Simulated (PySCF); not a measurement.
## `Brc1ccc2n[se]nc2c1`, C6H3BrN2Se

Molfile (atoms numbered from 1):
```
C6H3BrN2Se
     RDKit          3D

 13 14  0  0  0  0  0  0  0  0999 V2000
    3.0712   -1.0079   -0.1033 Br  0  0  0  0  0  0  0  0  0  0  0  0
    1.2851   -0.4097   -0.0540 C   0  0  0  0  0  0  0  0  0  0  0  0
    1.0593    1.0054   -0.1235 C   0  0  0  0  0  0  0  0  0  0  0  0
   -0.2057    1.5160   -0.0927 C   0  0  0  0  0  0  0  0  0  0  0  0
   -1.3162    0.6219    0.0102 C   0  0  0  0  0  0  0  0  0  0  0  0
   -2.5839    0.9977    0.0492 N   0  0  0  0  0  0  0  0  0  0  0  0
   -3.5502   -0.4872    0.1775 Se  0  0  0  0  0  2  0  0  0  0  0  0
   -2.1499   -1.5806    0.1725 N   0  0  0  0  0  0  0  0  0  0  0  0
   -1.0727   -0.8169    0.0793 C   0  0  0  0  0  0  0  0  0  0  0  0
    0.2663   -1.3143    0.0448 C   0  0  0  0  0  0  0  0  0  0  0  0
    1.9232    1.6675   -0.2018 H   0  0  0  0  0  0  0  0  0  0  0  0
   -0.3924    2.5895   -0.1447 H   0  0  0  0  0  0  0  0  0  0  0  0
    0.4420   -2.3885    0.0973 H   0  0  0  0  0  0  0  0  0  0  0  0
  1  2  1  0
  2  3  1  0
  3  4  2  0
  4  5  1  0
  5  6  2  0
  6  7  1  0
  7  8  1  0
  8  9  2  0
  9 10  1  0
 10  2  2  0
  9  5  1  0
  3 11  1  0
  4 12  1  0
 10 13  1  0
M  END
```

Theory: quadratic response CAM-B3LYP/aug-cc-pVDZ first hyperpolarisability, Taylor convention, gas phase in PySCF. Geometry: PBE0-D3(BJ)/def2-SVP.

The calculation is non-relativistic, which matters for the atoms heavier than Zn.

(1) Give the tensor of the second harmonic β(−2ω;ω,ω) at 1064 nm in the axes of these coordinates.

## Answers

(1) In au, Taylor convention; rows are the first index (the induced dipole):
|  | xx | yy | zz | xy | xz | yz |
| --- | --- | --- | --- | --- | --- | --- |
| x | +763.2 | -123.3 | +56.3 | +76.7 | -35.4 | +6.3 |
| y | +127.9 | -2.9 | +0.4 | -47.6 | -0.9 | +2.3 |
| z | -38.9 | +5.7 | -6.4 | +1.4 | +43.8 | -2.3 |

Norm of βᵢ = ⅓ Σⱼ (βᵢⱼⱼ + βⱼᵢⱼ + βⱼⱼᵢ): 744.8 au, hyper-Rayleigh value 318.5 au.
